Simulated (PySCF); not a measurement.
## Ionisation energy of Pt²⁺ by level of theory

Pt²⁺ [Xe] 4f14 5d8 (3F) → Pt³⁺ [Xe] 4f14 5d7 (4F), as a difference of total energies. All numbers are calculated (PySCF 2.14, scalar relativity by spin-free X2C-1e, in x2c-TZVPPall with one added diffuse shell each of s, p, d, f type (12s8p8d4f1g, 113 functions)). Correlated levels: valence: [Xe] 4f14 frozen. The calculations carry no spin-orbit coupling.

```tsv
method	ionisation energy (eV)
UHF	29.158
MP2 (valence)	30.628
SCS-MP2 (valence)	30.648
CCSD (valence)	30.521
CCSD(T) (valence)	30.590
```

How much does correlation contribute at CCSD(T) (valence)?

30.590 − (29.158) = 1.432 eV, measured against UHF.

A first-order spin-orbit estimate (lowest level to lowest level, LS coupling) adds -0.075 eV.

Errors of the correlated levels include the incompleteness of this basis and the frozen core.

For comparison: 29 ± 1.6 eV (theoretical estimate listed by NIST; NIST Atomic Spectra Database, ionization energies).
